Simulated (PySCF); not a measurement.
## Computed properties of C₃H₇FOSi, SMILES C(C[Si@@H](F)O)=C

C3H7FOSi, SMILES C=CC[Si@H](O)F. Geometry optimised at ωB97X-D3(BJ)/def2-SVP. The structure was generated by enumeration; whether it is a known compound was not checked. Other conformers were not sampled. All values are computed for the isolated molecule unless a solvent is named; none is compared with measurement here.

**Structure.** All 33 harmonic modes at ωB97X-D3(BJ)/def2-SVP (PySCF) are real, so it is a minimum. With heavy atoms numbered as in [CH2:1]=[CH:2][CH2:3][Si@H:4]([OH:5])[F:6], the shortest bond between them is C1–C2 at 1.335 Å and the longest C3–Si4 at 1.860 Å.

**Vibrations.** The strongest infrared lines (harmonic, unscaled, degenerate partners summed) lie at 925 cm⁻¹ (188 km/mol, H 53 %, Si 29 %, F 9 %), 970 cm⁻¹ (162 km/mol, H 36 %, Si 29 %, C 15 %, O 14 %), 2288 cm⁻¹ (147 km/mol, H 97 %). The softest mode is at 39 cm⁻¹ and the zero-point energy is 61.0 kcal/mol.

**Electronic structure.** M06-2X/def2-TZVP (PySCF) places the frontier levels at -8.46 and 0.79 eV, a gap of 9.25 eV, and gives a dipole moment of 1.38 D and a mean polarisability of 61.5 bohr³. PBE/def2-TZVP (PySCF) at the same geometry gives -6.17 and -1.05 eV, so its gap is 4.13 eV narrower. An orbital gap is neither the optical nor the fundamental gap.

**Excitations.** TDDFT-CAM-B3LYP/def2-SVPD (PySCF) has S1 at 6.80 eV (182 nm, f = 0.252, bright); the most intense of the 10 singlets computed lies at 6.80 eV (f = 0.25). T1 (TDA) is at 4.18 eV. TDDFT-PBE/def2-SVPD (PySCF) puts S1 at 5.69 eV. No vertical singlet excitation falls in the visible range (under 3.1 eV).

**NMR.** GIAO shifts at HF/pcSseg-1 (PySCF) (non-relativistic, atoms alike by connectivity averaged): ¹³C from 16.1 to 139.5 ppm against TMS; ¹H from 1.8 to 6.2 ppm against TMS; ²⁹Si at -21.2 ppm against TMS; ¹⁹F at -135.8 ppm against CFCl3.

**Solvation.** SMD-ωB97X/6-31G* (PySCF) gives -4.5 kcal/mol in water, -5.0 kcal/mol in dimethylsulfoxide, -5.3 kcal/mol in cyclohexanone (1 M in both phases, gas-phase geometry).
